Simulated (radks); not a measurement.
Spherical quantum dot in the effective-mass picture: electrons in a parabolic well V = omega^2 r^2 / 2 with omega = 1.33, all in effective atomic units (hartree* = m*/eps^2 hartree, bohr* = eps/m* bohr), one dielectric constant everywhere. Calculated with a radial shooting solver with Libxc functionals: non-relativistic Kohn-Sham, exchange-only LDA, spin-polarised, spherical densities. Levels are named by radial order and angular momentum (1s, 1p, 1d, 2s, ...), and open shells are averaged over m. Each electron was tried in the lowest free levels, single moves between levels near the top were tried too, and the lowest total energy was kept; such a search can miss a lower state. At N = 1 the Hartree and exchange-correlation terms need not cancel, so that row can carry a self-interaction error.

N	open shells	2S	E (hartree*)	mu = E(N) - E(N-1) (hartree*)	addition energy mu(N+1) - mu(N) (hartree*)	e(HOMO) (hartree*)
1	1s(up 1, down 0)	1	2.06147	2.0615	0.8855	2.3873
2	none	0	5.00845	2.9470	1.729	3.2424
3	1p(up 1, down 0)	1	9.68458	4.6761	0.5416	4.9438
4	1p(up 2, down 0)	2	14.9023	5.2177	0.5491	5.4924
5	1p(up 3, down 0)	3	20.6691	5.7668	0.7335	6.0404
6	1p(up 3, down 1)	2	27.1694	6.5003	0.4916	6.7427
7	1p(up 3, down 2)	1	34.1613	6.9919	0.5016	7.2424
8	none	0	41.6549	7.4936	1.436	7.7445
9	1d(up 1, down 0)	1	50.5840	8.9291	0.4429	9.1505
10	1d(up 2, down 0)	2	59.9560	9.3720	0.4420	9.5933
11	1d(up 3, down 0)	3	69.7700	9.8140	0.4395	10.034
12	1d(up 4, down 0)	4	80.0235	10.254	0.4361	10.472
13	1d(up 5, down 0)	5	90.7132	10.690	0.5798	10.906
14	1d(up 5, down 1)	4	101.983	11.269	0.4097	11.474
15	1d(up 5, down 2)	3	113.662	11.679	0.4101	11.884
16	1d(up 5, down 3)	2	125.751	12.089	0.4087	12.294
17	1d(up 5, down 4)	1	138.249	12.498	0.4065	12.702
18	none	0	151.154	12.905	0.5233	13.107
19	2s(up 1, down 0)	1	164.581	13.428	0.4656	13.634
20	none	0	178.475	13.893	1.014	14.097
21	1f(up 1, down 0)	1	193.382	14.908	0.3688	15.092
22	1f(up 2, down 0)	2	208.659	15.277	0.3672	15.460
23	1f(up 3, down 0)	3	224.303	15.644	0.3654	15.827
24	1f(up 4, down 0)	4	240.312	16.009	0.3634	16.191
25	1f(up 5, down 0)	5	256.684	16.373	-	16.554

All shells are closed at N = 2, 8, 18, 20 (there: 1s2 1p6 1d10 2s2); the second difference of the energy has clear peaks (12 % above both neighbours; the first and last values, which can be the largest, are not judged, and half-filled shells can peak too) at N = 2, 5, 8, 13, 18, 20.
